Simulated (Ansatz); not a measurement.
The same group exchange along the group O, S, Se.

Isolated molecules relaxed with PBE0-D4/def2-TZVP in Ansatz; ΔE leaves out vibrations. CCSD(T)/CBS adds triple-zeta CCSD(T) − MP2 to the extrapolated MP2 energy (def2 sets, frozen cores). This one scheme is used for every species. DFT in def2-TZVPP. B3LYP here is the variant with VWN-RPA as its local correlation; programs differ in this. For Ge, Se outer-core shells are correlated without core-valence functions, which leaves a few kJ/mol of doubt a bond. Scalar relativity is left out up to krypton. Each species was taken in one conformer, which may not be the lowest.

```
                                            reaction  MP2/CBS(def2) (eV)  B3LYP-D4 (eV)  PBE0-D4 (eV)  CCSD(T)/CBS(def2) (eV)
    `C[O][AlH][F]` + GeH₄ → `[F][AlH][GeH3]` + CH₃OH                1.25           1.22          1.06                    1.17
    `C[S][AlH][F]` + GeH₄ → `[F][AlH][GeH3]` + CH₃SH                0.94           0.85          0.82                    0.86
`C[Se][AlH][F]` + GeH₄ → `[F][AlH][GeH3]` + `C[SeH]`                1.04           0.92          0.91                    0.96
```

Largest T1 diagnostic: 0.013, for `[F][AlH][GeH3]`.
